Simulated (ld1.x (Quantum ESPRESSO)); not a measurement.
**Varying the TM potential for Pt (Z = 78)**

Base potential:

| Quantity | Value |
| --- | --- |
| Element | Pt (Z = 78) |
| Generator | ld1.x (Quantum ESPRESSO) 7.5 |
| Type | norm-conserving Troullier–Martins (Kleinman–Bylander form) |
| Functional | PBE |
| Relativity | scalar-relativistic |
| Frozen core | [Xe] 4f14 |
| Valence charge | 10 |
| Reference configuration | 5d7 6s0 6p0 (charge +3) |
| Partial waves | 6p (bound, empty): rc 2.30 bohr; 5d (bound): rc 1.85 bohr; 6s (bound, empty): rc 1.85 bohr |
| Local potential | the s channel |
| Core correction | Bessel-smoothed model core inside 1.95 bohr |

All-electron outer shells of the reference configuration (PBE, scalar-relativistic, ld1.x):

| shell | level (eV) | outermost node (bohr) | outermost maximum (bohr) |
| --- | --- | --- | --- |
| 5p | -90.85 | 0.53 | 0.98 |
| 5d | -38.77 | 0.57 | 1.23 |
| 6s | -32.36 | 1.12 | 2.10 |
| 6p | -23.14 | 1.31 | 2.57 |

Cutoffs, loose and tight: the cutoffs (Ry, on a coarse ladder) from which the occupation-weighted sum of valence levels, in a spherical-Bessel basis at the reference potential, stays within 10 and 1 mRy of its value at 400 Ry. They do not see the model core or the augmentation charge, which bear on the density cutoff. Test errors are all-electron minus pseudo excitation energies from the reference, over the configurations 5d9 6s1 6p0; 5d9 6s0 6p0; 5d8 6s0 6p0; 5d9.5 6s0.5 6p0; 5d8 6s1 6p0; 5d6 6s0 6p0; 5d10 6s0 6p0. A dash means not determined; rows that change the core or the reference have their own tests.

A true bound ghost makes a file unfit for plane-wave use even where its test errors are small: the radial tests pick states by their node count and pass the ghost by.

| change | outcome | cutoff, loose | cutoff, tight | bound ghosts | largest test error (meV) |
| --- | --- | --- | --- | --- | --- |
| base | generated | 40 Ry | 50 Ry | none | -563 |
| all radii but the core radius scaled by about 0.79 (s 1.46, p 1.82, d 1.46 bohr) | generated | 40 Ry | 80 Ry | p, s (extra level of the local part) | -421 |
| all radii but the core radius scaled by about 0.89 (s 1.64, p 2.04, d 1.64 bohr) | generated | 40 Ry | 70 Ry | p | -472 |
| all radii but the core radius scaled by about 1.17 (s 2.16, p 2.68, d 2.16 bohr) | generated | 40 Ry | 55 Ry | none | -625 |
| all radii but the core radius scaled by about 1.24 (s 2.30, p 2.86, d 2.30 bohr) | generated | 40 Ry | 50 Ry | none | -614 |
| all radii but the core radius scaled by about 1.39 (s 2.58, p 3.20, d 2.58 bohr) | generated | 35 Ry | 50 Ry | none | -551 |

Reading the sweep of the scale of all radii but the core radius (base = 1) (base included, trends over the rows without a ghost): The loose cutoff stays near 40 Ry. The median size of the test errors (rows with all tests solved) stays near 299.4 meV. Bound ghosts are found at 0.79, 0.89.
